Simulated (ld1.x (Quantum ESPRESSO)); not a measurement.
**C: one change to an RRKJ potential, before and after**

* Element: carbon
* Generator: ld1.x (Quantum ESPRESSO) 7.5
* Type: norm-conserving RRKJ (Kleinman–Bylander form)
* Functional: PBE
* Relativity: non-relativistic
* Frozen core: [He]
* Valence charge: 4
* Reference configuration: 2s2 2p0 (charge +2)
* Partial waves: 2s (bound): rc 0.85 bohr; 2p (bound, empty): rc 2.40 bohr
* Local potential: all-electron potential smoothed inside 0.65 bohr (lloc = -2)
* Core correction: none
* rho0: 0.001

Change: local potential all-electron potential smoothed inside 1.66 bohr (lloc = -2).

Cutoffs: the cutoffs (Ry, on a coarse ladder) from which the occupation-weighted sum of valence levels, in a spherical-Bessel basis at the reference potential, stays within 10 and 1 mRy of its value at 400 Ry; they do not see the model core or the augmentation charge, which bear on the density cutoff. Errors are all-electron minus pseudo energies relative to the spin-unpolarised reference configuration.

Q: How do hardness, ghosts and transferability respond?

A: The potential gets neither clearly harder nor softer (180 Ry and 230 Ry → 180 Ry and 230 Ry); a bound ghost appears in s, which as a rule spoils a file; the errors of the 5 common tests hardly move. In the separable form a ghost depends on how the local part lies against the semilocal potential of the channel, so the choice of the local part can create or remove one.

```csv
quantity,base,changed
"cutoff, loose",180 Ry,180 Ry
"cutoff, tight",230 Ry,230 Ry
bound ghosts,none,s
"tests counted (converged, no solver errors)",6 of 7,6 of 7
"error for 2s2 2p2, meV [ΔE -35.02 eV]",+810,+702
"error for 2s2 2p1, meV [ΔE -24.16 eV]",+350,+312
"error for 2s1 2p3, meV [ΔE -26.56 eV]",+1183,+1089
"error for 2s2 2p1.5, meV [ΔE -31.06 eV]",+610,+535
"error for 2s1 2p2, meV [ΔE -15.42 eV]",+681,+642
s: phases at 2.59 bohr within 0.05 rad from the reference energy up to (Ry; the scan ends near 5),-0.1,-0.6
p: phases at 2.59 bohr within 0.05 rad from the reference energy up to (Ry; the scan ends near 5),-0.7,-0.7
```

Base: Tests not counted: 2s2 2p2.3 (pseudo-atom not self-consistent, printed error +882 meV). ld1.x printed “convergence not achieved” for 4 of the counted tests; their residual had stalled under 1e-8, short of the target of 1e-14. Changed file: Tests not counted: 2s1 2p0 (solver errors, printed error -6.7 eV). A true bound ghost makes a file unfit for plane-wave use even where its test errors are small: the radial tests pick states by their node count and pass the ghost by. Where a test does run into it, the solver fails or the error is huge.
